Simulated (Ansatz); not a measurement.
Gas-phase electronic energies from Ansatz, PBE0-D4/def2-TZVP geometries. CBS: MP2 limit from def2 TZ/QZ plus the TZ coupled-cluster correction, frozen cores. Functionals use def2-TZVPP. B3LYP here is the variant with VWN-RPA as its local correlation; programs differ in this. For Zn outer-core shells are correlated without core-valence functions, which leaves a few kJ/mol of doubt a bond. Scalar relativity is left out up to krypton. Each species was taken in one conformer, which may not be the lowest.

Consider the formal exchange of groups at the Si–C bond: `C=NC[SiH3]` + `C[O][ZnH]` → `[SiH3]C[O][ZnH]` + `C=NC`.

```tsv
level	ΔE (kJ/mol)	difference from CCSD(T)/CBS
PBE-D4	0.8	-2.9
r2SCAN-D4	1.7	-2.0
PBE0-D4	2.8	-0.9
B3LYP-D4	4.2	0.5
ωB97X-V	4.0	0.3
ωB97M-V	3.0	-0.7
B2PLYP	6.3	2.6
PBE	2.0	-1.7
r2SCAN	1.8	-1.9
PBE0	3.7	0.0
B3LYP	6.2	2.5
HF/def2-TZVPP	10.9	7.2
MP2/def2-TZVPP	7.8	4.1
SCS-MP2/def2-TZVPP	8.0	4.3
CCSD/def2-TZVPP	6.0	2.3
CCSD(T)/def2-TZVPP	4.5	0.8
HF/def2-QZVPP	11.0	7.3
MP2/def2-QZVPP	7.4	3.7
SCS-MP2/def2-QZVPP	7.7	4.0
HF/CBS(def2)	11.0	7.3
MP2/CBS(def2)	7.0	3.3
CCSD/CBS(def2)	5.2	1.5
CCSD(T)/CBS	3.7	0
```

Largest T1 diagnostic among the species: 0.017.

In def2-TZVPP, CCSD(T) changes the Hartree–Fock value by −6.4 kJ/mol (the triples alone add −1.5 kJ/mol) and MP2 by −3.1 kJ/mol.
